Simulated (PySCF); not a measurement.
## MP2, SCS-MP2 and SOS-MP2 from spin components

System: C2H5ClSi, singlet, at a GFN2-xTB geometry. Level: MP2/cc-pVDZ (PySCF). Sums are taken with unrounded values, so a last digit can differ.

Input for PySCF:
```python
from pyscf import gto, scf, mp

mol = gto.Mole()
mol.atom = '''
    Si   -0.435550   -0.508334   -0.302388
    Cl   -1.291299    0.944925    0.813266
    C     1.425747   -0.421206   -0.037331
    C     2.334995   -0.498593   -0.996920
    H    -0.779002   -0.273405   -1.702002
    H    -0.960636   -1.792315    0.161963
    H     1.771629   -0.298140    0.983476
    H     3.394583   -0.445457   -0.798104
    H     2.058745   -0.618948   -2.031918
'''
mol.basis = 'cc-pvdz'
mol.charge = 0
mol.spin = 0
mol.verbose = 4
mol.max_memory = 1800
mol.build()

mf = scf.RHF(mol)
mf.kernel()

pt = mp.MP2(mf, frozen=12)
pt.kernel()
print('E(MP2) = %.10f' % pt.e_tot)
```

It gave an SCF energy of -827.114082 Eh, a same-spin correlation energy of -0.116111 Eh and an opposite-spin one of -0.380700 Eh.

Work out the MP2, SCS-MP2 (6/5 and 1/3) and SOS-MP2 (1.3 and 0) correlation and total energies.

MP2: -0.380700 + (-0.116111) = -0.496811 Eh, total -827.610894 Eh, as the program printed. SCS-MP2: 1.2 × (-0.380700) + (-0.116111)/3 = -0.495544 Eh, total -827.609626 Eh. SOS-MP2: 1.3 × (-0.380700) = -0.494910 Eh, total -827.608993 Eh. Opposite spins carry 77 % of the MP2 correlation; same-spin pairs are already kept apart by exchange.
